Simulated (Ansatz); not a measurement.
Steps of a relaxation of `N[CH]1[CH2][Al]1[F]` with RKS PBE-D4/def2-SVP.

```sh
$ ansatz run in.yaml --threads 4 --pin off --events-out ev --progress --plain --max-ram 10444MiB
```

```yaml
crystal:
  periodic: [false, false, false]
  atoms:
    - {symbol: N, position_ang: [-1.177200, -0.796000, 0.576900]}
    - {symbol: C, position_ang: [0.076600, -0.705300, -0.092100]}
    - {symbol: C, position_ang: [1.014200, 0.270700, 0.567300]}
    - {symbol: Al, position_ang: [0.527900, 0.914200, -1.221000]}
    - {symbol: F, position_ang: [-0.192200, 2.230500, -2.256100]}
    - {symbol: H, position_ang: [-1.615500, 0.228500, 0.683000]}
    - {symbol: H, position_ang: [-1.847500, -1.254100, -0.075800]}
    - {symbol: H, position_ang: [0.561700, -1.676300, -0.334300]}
    - {symbol: H, position_ang: [2.095000, -0.086600, 0.678200]}
    - {symbol: H, position_ang: [0.640100, 0.823300, 1.476800]}
basis:
  gaussian: {orbitals: def2-SVP}
hamiltonian: {xc: pbe, dispersion: d4}
relax: {f_tol: 0.03, max_steps: 200}
```

Positions (Å) and forces (eV/Å) along the path, 14 of 17 steps:

```xyz
10
step=1 energy=-12940.6634 eV
N    -1.177   -0.796    0.577   -1.781    1.927   -0.332
C     0.077   -0.705   -0.092   -0.299   -0.584   -1.618
C     1.014    0.271    0.567    2.229    2.365    0.741
Al    0.528    0.914   -1.221   -1.339    1.007   -1.090
F    -0.192    2.231   -2.256    1.221   -1.751    1.617
H    -1.615    0.229    0.683    1.065   -2.393   -0.096
H    -1.847   -1.254   -0.076    0.109   -0.059    0.523
H     0.562   -1.676   -0.334   -0.461   -0.103    0.288
H     2.095   -0.087    0.678   -1.029    0.223    0.192
H     0.640    0.823    1.477    0.285   -0.631   -0.226
10
step=2 energy=-12941.1911 eV
N    -1.179   -0.792    0.581   -1.069    0.660   -0.540
C     0.056   -0.673   -0.140   -0.316   -0.603   -0.509
C     1.029    0.353    0.511    0.903    1.123    0.314
Al    0.503    0.909   -1.280   -0.661    1.087   -0.550
F    -0.047    2.298   -2.224    0.667   -1.408    1.003
H    -1.648    0.154    0.673    0.506   -0.974    0.037
H    -1.866   -1.365    0.038    0.436    0.197    0.463
H     0.517   -1.671   -0.304   -0.186    0.053   -0.002
H     2.058   -0.060    0.676   -0.374    0.047    0.007
H     0.660    0.796    1.472    0.094   -0.181   -0.224
10
step=3 energy=-12941.3676 eV
N    -1.191   -0.798    0.564    0.223   -0.292   -0.179
C     0.040   -0.652   -0.167   -0.385   -0.209   -0.131
C     1.046    0.422    0.489    0.151   -0.030    0.128
Al    0.494    0.919   -1.283   -0.043   -0.108    0.133
F     0.046    2.258   -2.192    0.026    0.130   -0.084
H    -1.661    0.093    0.711   -0.212    0.405    0.103
H    -1.867   -1.412    0.089    0.143   -0.032    0.070
H     0.468   -1.657   -0.355    0.115    0.113    0.048
H     2.033   -0.046    0.686    0.034   -0.011   -0.026
H     0.676    0.822    1.459   -0.053    0.034   -0.062
10
step=4 energy=-12941.3870 eV
N    -1.193   -0.782    0.578    0.046   -0.199   -0.130
C     0.016   -0.639   -0.181   -0.229    0.044    0.063
C     1.046    0.419    0.485    0.132   -0.025   -0.038
Al    0.486    0.937   -1.279    0.030   -0.032    0.098
F     0.109    2.293   -2.198    0.010    0.063   -0.054
H    -1.719    0.095    0.668   -0.054   -0.012    0.006
H    -1.821   -1.494    0.180    0.033    0.110    0.087
H     0.454   -1.637   -0.373    0.055    0.038    0.022
H     2.028   -0.064    0.671    0.017   -0.009    0.009
H     0.677    0.821    1.453   -0.040    0.024   -0.063
10
step=5 energy=-12941.3976 eV
N    -1.200   -0.791    0.591   -0.085   -0.086   -0.088
C    -0.012   -0.621   -0.190   -0.110    0.130    0.140
C     1.050    0.420    0.474    0.101   -0.078   -0.077
Al    0.486    0.956   -1.279   -0.011    0.055   -0.007
F     0.180    2.325   -2.213    0.021   -0.053    0.018
H    -1.770    0.065    0.670    0.065   -0.203   -0.034
H    -1.798   -1.553    0.240    0.058    0.189    0.085
H     0.444   -1.609   -0.387    0.011    0.001   -0.054
H     2.021   -0.086    0.663   -0.030    0.007    0.053
H     0.681    0.843    1.433   -0.020    0.040   -0.034
10
step=6 energy=-12941.4116 eV
N    -1.204   -0.821    0.623   -0.333    0.003   -0.112
C    -0.057   -0.587   -0.201   -0.037    0.195    0.250
C     1.056    0.422    0.457    0.119   -0.260   -0.086
Al    0.488    0.982   -1.281   -0.097    0.278   -0.206
F     0.303    2.365   -2.245    0.031   -0.290    0.177
H    -1.834   -0.003    0.712    0.258   -0.386   -0.076
H    -1.767   -1.635    0.321    0.199    0.341    0.094
H     0.419   -1.555   -0.450   -0.028    0.020   -0.086
H     1.997   -0.128    0.682   -0.118    0.091    0.108
H     0.683    0.909    1.385    0.005    0.007   -0.063
10
step=7 energy=-12941.4296 eV
N    -1.203   -0.845    0.648   -0.411    0.011   -0.139
C    -0.087   -0.558   -0.201    0.037    0.096    0.227
C     1.068    0.416    0.443    0.079   -0.339    0.018
Al    0.486    0.997   -1.284   -0.112    0.383   -0.260
F     0.375    2.381   -2.265    0.022   -0.389    0.246
H    -1.868   -0.056    0.749    0.313   -0.369   -0.065
H    -1.748   -1.681    0.362    0.302    0.398    0.087
H     0.393   -1.510   -0.512   -0.071    0.086   -0.058
H     1.982   -0.159    0.727   -0.203    0.148    0.082
H     0.684    0.966    1.335    0.044   -0.025   -0.138
10
step=9 energy=-12941.4727 eV
N    -1.186   -0.880    0.686   -0.370   -0.079   -0.133
C    -0.122   -0.518   -0.193    0.082   -0.008    0.113
C     1.081    0.384    0.425    0.084   -0.203    0.191
Al    0.479    1.013   -1.284   -0.025    0.402   -0.240
F     0.465    2.383   -2.289    0.003   -0.365    0.249
H    -1.883   -0.131    0.835    0.268   -0.254   -0.055
H    -1.695   -1.728    0.380    0.188    0.326    0.125
H     0.320   -1.442   -0.637   -0.030    0.200    0.084
H     1.935   -0.199    0.850   -0.229    0.145   -0.075
H     0.692    1.067    1.229    0.028   -0.162   -0.258
10
step=10 energy=-12941.4837 eV
N    -1.179   -0.882    0.688   -0.147   -0.011    0.006
C    -0.125   -0.504   -0.190    0.081   -0.067   -0.027
C     1.078    0.369    0.413   -0.111    0.031    0.018
Al    0.475    1.026   -1.286   -0.025    0.181   -0.129
F     0.482    2.384   -2.294    0.009   -0.200    0.144
H    -1.867   -0.139    0.865    0.114   -0.103   -0.035
H    -1.685   -1.723    0.381    0.051    0.103    0.041
H     0.336   -1.414   -0.623   -0.086   -0.065   -0.138
H     1.906   -0.213    0.858    0.064   -0.021    0.066
H     0.662    1.047    1.191    0.050    0.151    0.054
10
step=11 energy=-12941.4813 eV rejected
N    -1.164   -0.912    0.717   -0.047   -0.088   -0.167
C    -0.155   -0.487   -0.190    0.007    0.077    0.207
C     1.052    0.382    0.408    0.029   -0.109   -0.020
Al    0.456    1.019   -1.298    0.029    0.182    0.111
F     0.599    2.359   -2.294   -0.039    0.110   -0.169
H    -1.863   -0.193    0.927    0.017    0.007    0.020
H    -1.653   -1.760    0.410   -0.031    0.013    0.024
H     0.282   -1.355   -0.721    0.024   -0.187    0.054
H     1.873   -0.199    0.873    0.015   -0.028    0.027
H     0.658    1.096    1.171   -0.004    0.023   -0.087
10
step=12 energy=-12941.4945 eV
N    -1.177   -0.904    0.694    0.022    0.024    0.034
C    -0.130   -0.503   -0.182   -0.035   -0.026   -0.031
C     1.074    0.367    0.417    0.000   -0.033   -0.013
Al    0.466    1.027   -1.279    0.005    0.048   -0.052
F     0.513    2.369   -2.293    0.004   -0.013    0.008
H    -1.856   -0.165    0.895    0.007    0.001    0.015
H    -1.687   -1.733    0.374   -0.009   -0.022   -0.015
H     0.306   -1.400   -0.673   -0.004    0.022    0.008
H     1.895   -0.209    0.887    0.030    0.006    0.044
H     0.679    1.098    1.163   -0.022   -0.009    0.001
10
step=13 energy=-12941.4959 eV
N    -1.170   -0.911    0.698    0.021    0.009   -0.005
C    -0.135   -0.500   -0.187    0.006   -0.046    0.012
C     1.070    0.364    0.414   -0.001   -0.004   -0.007
Al    0.468    1.029   -1.283    0.000    0.039   -0.002
F     0.532    2.369   -2.298    0.003    0.012   -0.019
H    -1.842   -0.173    0.923    0.000    0.007    0.011
H    -1.686   -1.734    0.374   -0.018   -0.017   -0.010
H     0.297   -1.391   -0.691   -0.006    0.006    0.019
H     1.886   -0.204    0.904   -0.004   -0.004    0.009
H     0.664    1.101    1.149    0.000   -0.002   -0.009
10
step=14 energy=-12941.4963 eV
N    -1.165   -0.917    0.699    0.007   -0.002   -0.010
C    -0.135   -0.501   -0.190    0.007   -0.022    0.031
C     1.067    0.362    0.413    0.002   -0.002   -0.012
Al    0.468    1.032   -1.284   -0.006    0.014    0.001
F     0.538    2.369   -2.301    0.007    0.016   -0.016
H    -1.830   -0.176    0.941    0.004    0.000    0.002
H    -1.691   -1.732    0.368   -0.014   -0.002   -0.003
H     0.295   -1.391   -0.696    0.001   -0.005    0.007
H     1.880   -0.203    0.914   -0.003   -0.001   -0.002
H     0.657    1.104    1.140   -0.004    0.003    0.002
10
step=17 energy=-12941.4969 eV
N    -1.161   -0.929    0.699   -0.004   -0.002   -0.005
C    -0.133   -0.507   -0.188   -0.020    0.010    0.008
C     1.062    0.364    0.411   -0.008    0.010    0.010
Al    0.458    1.038   -1.284    0.000   -0.008   -0.009
F     0.554    2.368   -2.310    0.003   -0.002    0.005
H    -1.807   -0.181    0.970    0.013   -0.016   -0.005
H    -1.708   -1.723    0.351    0.011    0.019    0.002
H     0.298   -1.393   -0.699    0.001   -0.009   -0.003
H     1.876   -0.194    0.918    0.002    0.000   -0.006
H     0.644    1.105    1.135    0.001   -0.003    0.003
```

Run time 17 s (4 threads of an Arm Neoverse V2 on a shared host); peak host memory 0.16 GiB.
